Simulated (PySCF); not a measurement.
trans-(1R,2R)-1-chloro-2-methylcyclopropane (C4H7Cl), SMILES C[C@@H]1C[C@H]1Cl. Atoms are numbered in the order given.

```xyz
12

C      2.3140     0.4942    -0.1689
C      1.0346    -0.2781     0.0538
C      0.2370    -0.8354    -1.1065
C     -0.2884     0.3248    -0.3134
Cl    -1.6924     0.0995     0.7534
H      2.5255     1.1690     0.6763
H      2.2555     1.1072    -1.0827
H      3.1731    -0.1874    -0.2813
H      1.0132    -0.8928     0.9600
H      0.5818    -0.6355    -2.1261
H     -0.2582    -1.7999    -0.9704
H     -0.3027     1.3159    -0.7740
```
Charge 0, spin multiplicity 1.

Geometry: B3LYP-D3(BJ)/def2-SVP.

All values below come from PBE/pcSseg-1 run with PySCF.

GIAO shieldings, no solvent; atoms listed in one row are averaged. δ = σ(ref) − σ: ¹³C against TMS (σ = 182.0 ppm); ³⁵Cl against HCl (σ = 936.5 ppm); ¹H against TMS (σ = 31.49 ppm), references at their B3LYP-D3(BJ)/def2-TZVP geometries, non-relativistic (without spin–orbit terms, shifts of atoms bonded to Cl or Br come out too high).

Q: Estimate the chemical shifts. (The exact figures need the calculation; the answer reports its results.)

A: 
| nucleus | atoms | count | δ (ppm) |
|---|---|---|---|
| ¹³C | C4 | 1 | 47.4 |
| ¹³C | C2 | 1 | 23.8 |
| ¹³C | C3 | 1 | 22.1 |
| ¹³C | C1 | 1 | 21.9 |
| ³⁵Cl | Cl5 | 1 | 165.5 |
| ¹H | H12 | 1 | 2.77 |
| ¹H | H6, H7, H8 | 3 | 1.40 |
| ¹H | H9 | 1 | 1.18 |
| ¹H | H11 | 1 | 1.07 |
| ¹H | H10 | 1 | 0.84 |
